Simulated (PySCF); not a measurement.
Isomers of C9H12, one GFN2-xTB conformer each. Single-point energies are computed at PBE0/pcSseg-1 (PySCF, gas phase, no added dispersion term), electronic only.

Problem. Rank them by PBE0/pcSseg-1 energy, lowest first (kcal/mol).
A. `[CH:1]#[C:2][CH:3]([CH2:4][CH:5]=[CH2:6])[CH2:7][CH:8]=[CH2:9]` with C2–C3–C4–C5 -64°, C3–C4–C5–C6 -124°, C2–C3–C7–C8 -174°, C3–C7–C8–C9 -123°
B. `[CH:1]#[C:2][C@:3]1([CH2:4][CH3:5])[CH2:6][CH2:7][C:8]1=[CH2:9]` with C2–C3–C4–C5 -60°
C. `CC1=C[C@@H]2C[C@H]1C=C2C`
D. `[CH3:1][C:2]1=[CH:3][CH:4]=[CH:5][CH:6]=[C:7]([CH3:8])[CH2:9]1` with C2–C3–C4–C5 34°, C4–C5–C6–C7 -34°, C6–C7–C9–C2 73°, C1–C2–C9–C7 108°
E. `[CH3:1][CH2:2][CH2:3][c:4]1[cH:5][cH:6][cH:7][cH:8][cH:9]1` with C1–C2–C3–C4 -67°, C2–C3–C4–C5 97°

Solution. E (0.0), D (26.7), C (39.2), B (80.5), A (84.2).

As drawn, the lowest has an aromatic ring, which the highest lacks; the highest has a C≡C bond and a C=C bond outside aromatic rings, which the lowest lacks. GFN2-xTB itself gives, in the same order: 0.0, 23.4, 21.0, 61.5, 79.2. Both levels put the same isomer lowest; measured from each level's own lowest isomer, the values differ by up to 19.0 kcal/mol (C#C[C@]1(CC)CCC1=C: 61.5 against 80.5).

Problem. Which frontier levels, dipoles and rotational constants go with these structures?

Solution. 
| SMILES | HOMO (eV, PBE0/pcSseg-1) | LUMO (eV) | dipole (D) | A, B, C (MHz) |
| --- | --- | --- | --- | --- |
| CCCc1ccccc1 | -7.00 | -0.12 | 0.40 | 3297, 1095, 965.7 |
| CC1=CC=CC=C(C)C1 | -6.10 | -0.57 | 1.09 | 1980, 1904, 1080 |
| CC1=C[C@@H]2C[C@H]1C=C2C | -5.98 | 0.11 | 0.17 | 3128, 1349, 1322 |
| C#C[C@]1(CC)CCC1=C | -7.18 | 0.09 | 0.76 | 2046, 1422, 1228 |
| C#CC(CC=C)CC=C | -7.29 | 0.24 | 0.44 | 2030, 1265, 893.0 |
